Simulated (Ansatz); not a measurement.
Geometry optimisation, Ansatz 0.2.0, RKS BLYP-D4/def2-SVP.

Input file:

```yaml
crystal:
  periodic: [false, false, false]
  atoms:
    - { symbol: W, position_ang: [0.048086, 0.617231, -0.110642] }
    - { symbol: H, position_ang: [0.258688, -0.435046, 2.607464] }
    - { symbol: H, position_ang: [1.4462, -0.334145, 0.004104] }
    - { symbol: H, position_ang: [-0.178487, 1.440299, -1.580902] }
    - { symbol: O, position_ang: [-1.74141, 0.496322, 0.5] }
    - { symbol: H, position_ang: [-2.217759, -0.28743, 0.837331] }
    - { symbol: H, position_ang: [-0.152134, -1.059612, -0.058472] }
    - { symbol: H, position_ang: [0.375636, -0.244797, -1.536714] }
    - { symbol: Cl, position_ang: [1.49469, 2.102219, 1.041223] }
    - { symbol: H, position_ang: [0.650489, 0.163259, 2.514406] }
basis:
  gaussian: { orbitals: def2-SVP }
hamiltonian:
  xc: blyp
  dispersion: d4
relax:
  f_tol: 0.03
  max_steps: 50
```

Launched with:

```bash
$ ansatz run input.yaml --threads 2 --pin off --max-ram 3072MiB --backend cpu --events-out ev --progress --plain --runs-dir out
```

**Question.** Where does it end, and by what steps?

**Answer.** The forces met the threshold. The force dipped under the threshold on the way, but the program's further checks kept it going. After 8 steps the energy has fallen by 0.137 eV; H2 moved furthest, 0.60 Å.

| step | energy less start (eV) | largest force component (eV/Å) | accepted |
| --- | --- | --- | --- |
| 0 | 0.0000 | 1.544 | yes |
| 1 | -0.1012 | 0.142 | yes |
| 2 | -0.1195 | 0.119 | yes |
| 3 | -0.1295 | 0.117 | yes |
| 4 | -0.1347 | 0.035 | yes |
| 5 | -0.1363 | 0.025 | yes |
| 6 | -0.1367 | 0.016 | yes |
| 7 | -0.1368 | 0.047 | yes |
| 8 | -0.1370 | 0.025 | yes |

```xyz
10
Properties=species:S:1:pos:R:3
W 0.045 0.691 -0.297
H 0.200 -0.683 3.151
H 1.458 -0.231 -0.155
H -0.237 1.408 -1.819
O -1.690 0.576 0.451
H -2.117 -0.198 0.868
H -0.121 -0.983 -0.140
H 0.392 -0.243 -1.680
Cl 1.420 2.186 0.821
H 0.633 -0.064 3.017
```

Run time: 22 s on 2 threads of Arm Neoverse V2, on a shared host, peak memory 0.14 GiB.
